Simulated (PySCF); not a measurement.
# How methods differ on the ionisation energy of Sm(59+)

Sm(59+) [He] 2s1 (2S) → Sm(60+) 1s2 (1S), as a difference of total energies. All numbers are calculated (PySCF 2.14, the non-relativistic Hamiltonian (point nucleus), in an even-tempered Gaussian basis (17 s from 35 bohr⁻², ratio 2.2; 8 p from 54 bohr⁻², ratio 2.4; 5 d from 160 bohr⁻², ratio 2.4; 5 f from 240 bohr⁻², ratio 2.4; 4 g from 360 bohr⁻², ratio 2.4)). Correlated levels: nothing frozen; virtual orbitals above 40 to 60 times the deepest correlated orbital energy dropped. The calculations carry no spin-orbit coupling.

```csv
method,ionisation energy (eV)
UHF,12410.5
LDA,12402.5
PBE,12415.7
PBE0,12414.4
r2SCAN,12407.1
r2SCANh,12407.5
M06,12404.6
MP2 (all electrons),12410.7
SCS-MP2 (all electrons),12410.7
```

The gap to the reference is mostly relativistic.

For comparison: 13262.85 ± 0.09 eV (theoretical estimate listed by NIST; NIST Atomic Spectra Database, ionization energies).
